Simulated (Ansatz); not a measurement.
This Ansatz (a first-principles code) input (PBE/def2-TZVP) gives -0.49962 Eh with 6 basis functions. A basis named .json is the Basis Set Exchange file of that set (core-valence sets with the plain set on hydrogen).

Ansatz 0.2 input:
```yaml
crystal:
  periodic: [false, false, false]
  atoms:
    - {symbol: H, position_ang: [0.00000000, 0.00000000, 0.00000000]}
basis:
  gaussian:
    orbitals: def2-TZVP
hamiltonian:
  xc: {name: PBE}
magnetization: {spin_polarized: true, initial_magnetization: 1}
scf: {lower_state_search: full}
```

Change:
```diff
- orbitals: def2-TZVP
+ orbitals: aug-pcseg-1.json
```

Task: What does the run give now?

Result: -0.49921 Eh (PBE/aug-pcseg-1, 9 functions), a change of +0.41 mEh.
